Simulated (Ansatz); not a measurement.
Basis-set series for `C=CCN([SiH3])C(C)C`. The species carries charge 0 and has multiplicity 1. The structure was optimised at the PBE0-D4/def2-TZVP level. It is one conformer, not always the lowest.

```
functional       basis  functions  energy (Eh)  HOMO (eV)  LUMO (eV)
   PBE0-D4    def2-SVP        191   -581.12531      -6.26       0.47
   PBE0-D4  def2-TZVPP        469   -581.54416      -6.34       0.22
   ωB97M-V    def2-SVP        191   -581.39332      -8.53       2.63
   ωB97M-V  def2-TZVPP        469   -581.83188      -8.64       2.16
```

(1) Give the rows for def2-QZVPP. (Estimate.)

Results:

(1) Computed: 
```csv
functional,basis,functions,energy (Eh),HOMO (eV),LUMO (eV)
PBE0-D4,def2-QZVPP,919,-581.57069,-6.36,0.14
ωB97M-V,def2-QZVPP,919,-581.85708,-8.65,1.68
```

Positive LUMOs are unbound and depend on the basis.
